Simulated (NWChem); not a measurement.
The numbers come from NWChem runs, not from measurements. System: H$_{3}$AlClN, charge 0, spin multiplicity 1, at a geometry optimised with PBE/def2-SVP. The structure started from a generated list of species. Level: CR-EOMCCSD(T)/def2-SVP, 11 core orbitals frozen.

The NWChem input:

```
start mol
memory heap 100 mb stack 700 mb global 1900 mb
geometry units angstroms nocenter noautoz
  Al     0.658506     0.388770     0.000000
  H      1.386070     1.796424     0.000000
  Cl    -1.458720     0.252862     0.000000
  N      1.581575    -1.128286     0.000000
  H      1.177715    -2.067791     0.000000
  H      2.602864    -1.183303     0.000000
  symmetry group Cs
end
basis spherical
  * library def2-svp
end
scf
  rhf
  nopen 0
  maxiter 100
  thresh 1e-7
  semidirect memsize 60000000 filesize 0
end
tce
  freeze core 11
  creomsd(t)
  nroots 2
  2eorb
  2emet 13
  thresh 1e-5
  maxiter 200
  tilesize 24
end
task tce energy
```

Output (cleaned and shortened):

```
             Northwest Computational Chemistry Package (NWChem) 7.3.0
             --------------------------------------------------------

                                NWChem Input Module
                                -------------------

 Scaling coordinates for geometry "geometry" by  1.889725989
 (inverse scale =  0.529177249)

 Turning off AUTOSYM since
 SYMMETRY directive was detected!

                             Geometry "geometry" -> ""
                             -------------------------

 Output coordinates in angstroms (scale by  1.889725989 to convert to a.u.)

  No.       Tag          Charge          X              Y              Z
 ---- ---------------- ---------- -------------- -------------- --------------
    1 Al                  13.0000     0.65850600     0.38877000     0.00000000
    2 H                    1.0000     1.38607000     1.79642400     0.00000000
    3 Cl                  17.0000    -1.45872000     0.25286200     0.00000000
    4 N                    7.0000     1.58157500    -1.12828600     0.00000000
    5 H                    1.0000     1.17771500    -2.06779100     0.00000000
    6 H                    1.0000     2.60286400    -1.18330300     0.00000000

 Effective nuclear repulsion energy (a.u.)     127.4840917079

            Nuclear Dipole moment (a.u.)
            ----------------------------
        X                 Y               Z
 ---------------- ---------------- ----------------
     0.0000226767    -0.0000151178     0.0000000000

      Symmetry information
      --------------------

 Group name             Cs
 Group number              2
 Group order               2
 No. of unique centers     6

      Symmetry unique atoms

     1    2    3    4    5    6


 Summary of "ao basis" -> "" (spherical)
 ------------------------------------------------------------------------------
       Tag                 Description            Shells   Functions and Types
 ---------------- ------------------------------  ------  ---------------------
 *                          def2-svp                  on all atoms

 Summary of "ao basis" -> "ao basis" (spherical)
 ------------------------------------------------------------------------------
       Tag                 Description            Shells   Functions and Types
 ---------------- ------------------------------  ------  ---------------------
 Al                         def2-svp                 8       18   4s3p1d
 H                          def2-svp                 3        5   2s1p
 Cl                         def2-svp                 8       18   4s3p1d
 N                          def2-svp                 6       14   3s2p1d

                                 NWChem SCF Module
                                 -----------------

  ao basis        = "ao basis"
  functions       =    65
  atoms           =     6
  closed shells   =    20
  open shells     =     0
  charge          =   0.00
  wavefunction    = RHF
  use symmetry    = T
  symmetry adapt  = T

 Summary of "ao basis" -> "ao basis" (spherical)
 ------------------------------------------------------------------------------
       Tag                 Description            Shells   Functions and Types
 ---------------- ------------------------------  ------  ---------------------
 Al                         def2-svp                 8       18   4s3p1d
 H                          def2-svp                 3        5   2s1p
 Cl                         def2-svp                 8       18   4s3p1d
 N                          def2-svp                 6       14   3s2p1d

      Symmetry analysis of basis
      --------------------------

        a'         48
        a"         17

 Forming initial guess at       0.1s

      Superposition of Atomic Density Guess
      -------------------------------------

 Sum of atomic energies:        -756.85695503

      Non-variational initial energy
      ------------------------------

 Total energy =    -757.566743
 1-e energy   =   -1300.088604
 2-e energy   =     415.037770
 HOMO         =      -0.362606
 LUMO         =       0.020917

      Symmetry analysis of molecular orbitals - initial
      -------------------------------------------------

  Numbering of irreducible representations:

     1 a'          2 a"

  Orbital symmetries:

     1 a'          2 a'          3 a'          4 a'          5 a'
     6 a'          7 a"          8 a'          9 a'         10 a'
    11 a"         12 a'         13 a'         14 a'         15 a'
    16 a'         17 a'         18 a"         19 a'         20 a"
    21 a'         22 a"         23 a'         24 a'         25 a'
    26 a'         27 a'         28 a'         29 a"         30 a'

 Starting SCF solution at       0.6s

 ----------------------------------------------
         Quadratically convergent ROHF

 Convergence threshold     :          1.000E-07
 Maximum no. of iterations :          100
 Final Fock-matrix accuracy:          1.000E-09
 ----------------------------------------------

              iter       energy          gnorm     gmax       time
             ----- ------------------- --------- --------- --------
                 1     -757.4064635920  8.66D-01  2.76D-01      0.7
                 2     -757.4549147967  2.24D-01  5.91D-02      0.7
                 3     -757.4607076763  1.26D-02  3.54D-03      0.8
                 4     -757.4607267621  9.31D-05  2.80D-05      0.9
                 5     -757.4607267636  7.02D-09  1.47D-09      1.1

       Final RHF  results
       ------------------

         Total SCF energy =   -757.460726763624
      One-electron energy =  -1302.671075098930
[...]
   0.0000419194614   0.2541868251314    6.91678
   0.0071157993948   0.3080184660849    8.38161     0.9     0.9

 Iteration  16 using   32 trial vectors
   0.0000195003004   0.2541867165714    6.91678
   0.0041829708413   0.3080047452512    8.38124     0.9     0.9

 Iteration  17 using   34 trial vectors
   0.0000094595731   0.2541866432372    6.91677
   0.0024982192330   0.3079911768221    8.38087     1.0     1.0

 Iteration  18 using   35 trial vectors
   0.0000053232196   0.2541866330024    6.91677
   0.0016482770441   0.3079833719066    8.38066     0.6     0.6

 Iteration  19 using   36 trial vectors
   0.0000032991749   0.2541866370964    6.91677
   0.0010438775389   0.3079858144722    8.38072     0.6     0.6

 Iteration  20 using   37 trial vectors
   0.0000024180629   0.2541866392422    6.91677
   0.0005562993028   0.3079860065062    8.38073     0.6     0.6

 Iteration  21 using   38 trial vectors
   0.0000021252555   0.2541866435852    6.91677
   0.0002880680714   0.3079858281563    8.38072     0.6     0.6

 Iteration  22 using   39 trial vectors
   0.0000020792883   0.2541866453553    6.91677
   0.0001717115906   0.3079853800060    8.38071     0.6     0.6

 Iteration  23 using   40 trial vectors
   0.0000020681603   0.2541866452641    6.91677
   0.0001128137525   0.3079850465149    8.38070     0.6     0.6

 Iteration  24 using   41 trial vectors
   0.0000020639685   0.2541866449229    6.91677
   0.0000729866886   0.3079849665325    8.38070     0.6     0.6

 Iteration  25 using   42 trial vectors
   0.0000020616474   0.2541866448715    6.91677
   0.0000411298113   0.3079852434811    8.38071     0.6     0.6

 Iteration  26 using   43 trial vectors
   0.0000020616308   0.2541866448727    6.91677
   0.0000202076585   0.3079854656543    8.38071     0.6     0.6

 Iteration  27 using   44 trial vectors
   0.0000020667979   0.2541866447657    6.91677
   0.0000100151244   0.3079855035378    8.38072     0.6     0.6

 Iteration  28 using   45 trial vectors
   0.0000020658143   0.2541866442947    6.91677
   0.0000047139413   0.3079855238519    8.38072     0.5     0.5
 --------------------------------------------------------------
 Iterations converged
 ------------------

 Excited state root  1
 Excitation energy / hartree =        0.254186644294726
                   / eV      =        6.916773461233602
 largest EOMCCSD amplitudes: R1 and R2

 Singles contributions
    21a"  (alpha) ---    20a"  (alpha)        0.9036467365

 Doubles contributions
    21a"  (alpha)    21a"  (beta ) ---    20a"  (alpha)    20a"  (beta )        0.2239129093
 ------------------

 Excited state root  2
 Excitation energy / hartree =        0.307985523851946
                   / eV      =        8.380716082601310
 largest EOMCCSD amplitudes: R1 and R2

 Singles contributions
    22a'  (alpha) ---    17a'  (alpha)       -0.2387456011
    22a'  (alpha) ---    19a'  (alpha)       -0.7329622092
    23a'  (alpha) ---    19a'  (alpha)        0.3898146959
    24a'  (alpha) ---    19a'  (alpha)        0.1102755007
    26a'  (alpha) ---    19a'  (alpha)       -0.1278604894
    21a"  (alpha) ---    18a"  (alpha)        0.2476657434

 Doubles contributions
======= CR-EOMCCSD(T) calculation ======
corresponding R0 value =     0.065796

CR-EOMCCSD(T) Intermediates cpu wall time             1.4            1.4
 cr_N i1_1 nr of boxes                    33
 cr_N i1_2 nr of boxes                    72
 creom_N i2_1 nr of boxes                    33
 creom_N i2_2 nr of boxes                    72
 creom_N i2_3 nr of boxes                    33
 creom_N i2_4 nr of boxes                    72

CR-EOMCCSD(T) triples loop cpu wall            23.4           23.4

 CR-EOMCCSD(T)  total energy / hartree       =      -757.610020333277248
 CR-EOMCCSD(T)  excitation energy (eV)       =      6.80753

======= CR-EOMCCSD(T) calculation ======
corresponding R0 value =    -0.012989

CR-EOMCCSD(T) Intermediates cpu wall time             1.4            1.4
 cr_N i1_1 nr of boxes                    33
 cr_N i1_2 nr of boxes                    72
 creom_N i2_1 nr of boxes                    33
 creom_N i2_2 nr of boxes                    72
 creom_N i2_3 nr of boxes                    33
 creom_N i2_4 nr of boxes                    72

CR-EOMCCSD(T) triples loop cpu wall            23.4           23.4

 CR-EOMCCSD(T)  total energy / hartree       =      -757.557124078699076
 CR-EOMCCSD(T)  excitation energy (eV)       =      8.24691

 =========================================
 Excited-state calculation ( a"  symmetry)
 =========================================
 Dim. of EOMCC iter. space      500

 EOMCCSD SOLVER TYPE  1
  maxdiff =   0.53341452946977053

 No. of initial right vectors    2

 EOM-CCSD right-hand side iterations
 --------------------------------------------------------------
      Residuum       Omega / hartree  Omega / eV    Cpu    Wall
 --------------------------------------------------------------

 Iteration   1 using    2 trial vectors
   0.5459012868520   0.3735699567779   10.16536
   0.5029800367389   0.3821823720558   10.39972     0.9     0.9

 Iteration   2 using    4 trial vectors
   0.1123504843765   0.2595645617748    7.06311
   0.1118319580621   0.2899043613224    7.88870     0.7     0.7

 Iteration   3 using    6 trial vectors
   0.0551474502850   0.2526094449305    6.87386
   0.0470962109013   0.2840832022152    7.73030     0.7     0.7

 Iteration   4 using    8 trial vectors
   0.0360452809879   0.2497465194586    6.79595
   0.0192049368831   0.2826907893784    7.69241     0.7     0.7

 Iteration   5 using   10 trial vectors
   0.0240723832508   0.2475158326384    6.73525
   0.0142345815074   0.2819687069934    7.67276     0.8     0.8

 Iteration   6 using   12 trial vectors
   0.0126299459602   0.2469183402332    6.71899
   0.0173426159722   0.2814513741471    7.65868     0.7     0.7

 Iteration   7 using   14 trial vectors
   0.0105047271431   0.2466501710642    6.71170
   0.0122677285297   0.2812292133046    7.65264     0.8     0.8

 Iteration   8 using   16 trial vectors
   0.0075528262095   0.2465698284421    6.70951
   0.0064044410764   0.2811588355394    7.65072     0.7     0.7

 Iteration   9 using   18 trial vectors
   0.0041373331709   0.2465160521293    6.70805
   0.0044155896771   0.2811296437600    7.64993     0.9     0.9

 Iteration  10 using   20 trial vectors
   0.0022139637164   0.2465071411179    6.70780
   0.0038398458635   0.2811267085742    7.64985     0.9     0.9

 Iteration  11 using   22 trial vectors
   0.0011681868899   0.2465200669220    6.70816
   0.0023433968343   0.2810959693807    7.64901     0.9     0.9

 Iteration  12 using   24 trial vectors
   0.0007732237781   0.2465142065426    6.70800
   0.0013959499329   0.2810763693398    7.64848     0.8     0.8

 Iteration  13 using   26 trial vectors
   0.0005069184337   0.2465098725334    6.70788
   0.0008845441653   0.2810841889921    7.64869     0.8     0.8

 Iteration  14 using   28 trial vectors
   0.0002707681481   0.2465118681760    6.70793
   0.0005255908620   0.2810837783508    7.64868     0.9     0.9

 Iteration  15 using   30 trial vectors
   0.0001116578657   0.2465130204655    6.70796
   0.0001947805295   0.2810823823898    7.64864     0.9     0.9

 Iteration  16 using   32 trial vectors
   0.0000438170771   0.2465127352962    6.70796
   0.0000712414878   0.2810829088797    7.64866     0.8     0.8

 Iteration  17 using   34 trial vectors
   0.0000222798312   0.2465126720720    6.70795
   0.0000388047927   0.2810828599206    7.64866     0.9     0.9

 Iteration  18 using   36 trial vectors
   0.0000129994789   0.2465127341995    6.70796
   0.0000277611008   0.2810828643552    7.64866     0.9     0.9

 Iteration  19 using   38 trial vectors
   0.0000070217876   0.2465127425126    6.70796
   0.0000171439413   0.2810829118089    7.64866     0.8     0.8

 Iteration  20 using   39 trial vectors
   0.0000062001795   0.2465127456566    6.70796
   0.0000087040641   0.2810828700209    7.64866     0.5     0.5
 --------------------------------------------------------------
 Iterations converged
 ------------------

 Excited state root  1
 Excitation energy / hartree =        0.246512745656609
                   / eV      =        6.707955965760529
 largest EOMCCSD amplitudes: R1 and R2

 Singles contributions
    22a'  (alpha) ---    20a"  (alpha)        0.8618539053
    23a'  (alpha) ---    20a"  (alpha)        0.2497354381
    24a'  (alpha) ---    20a"  (alpha)       -0.1586571274
    21a"  (alpha) ---    19a'  (alpha)       -0.1012327427

 Doubles contributions
    22a'  (alpha)    21a"  (beta ) ---    20a"  (alpha)    20a"  (beta )        0.1053062303
    21a"  (alpha)    22a'  (beta ) ---    20a"  (alpha)    20a"  (beta )        0.1053062303
 ------------------

 Excited state root  2
 Excitation energy / hartree =        0.281082870020892
                   / eV      =        7.648657313063301
 largest EOMCCSD amplitudes: R1 and R2

 Singles contributions
    22a'  (alpha) ---    20a"  (alpha)        0.1167193649
    21a"  (alpha) ---    17a'  (alpha)       -0.1539846843
    21a"  (alpha) ---    19a'  (alpha)        0.8863858118
    28a"  (alpha) ---    19a'  (alpha)        0.1145315295

 Doubles contributions
======= CR-EOMCCSD(T) calculation ======
corresponding R0 value =     0.000000

CR-EOMCCSD(T) Intermediates cpu wall time             1.1            1.1
 creom_N i2_1 nr of boxes                    33
 creom_N i2_2 nr of boxes                    72
 creom_N i2_3 nr of boxes                    33
 creom_N i2_4 nr of boxes                    72

CR-EOMCCSD(T) triples loop cpu wall            12.0           12.0

 CR-EOMCCSD(T)  total energy / hartree       =      -757.616922897206564
 CR-EOMCCSD(T)  excitation energy (eV)       =      6.61971

======= CR-EOMCCSD(T) calculation ======
corresponding R0 value =     0.000000

CR-EOMCCSD(T) Intermediates cpu wall time             1.2            1.2
 creom_N i2_1 nr of boxes                    33
 creom_N i2_2 nr of boxes                    72
 creom_N i2_3 nr of boxes                    33
 creom_N i2_4 nr of boxes                    72

CR-EOMCCSD(T) triples loop cpu wall            12.2           12.2

 CR-EOMCCSD(T)  total energy / hartree       =      -757.584002193737092
 CR-EOMCCSD(T)  excitation energy (eV)       =      7.51552

 Task  times  cpu:      123.2s     wall:      123.2s

 Total times  cpu:      123.3s     wall:      123.3s
```
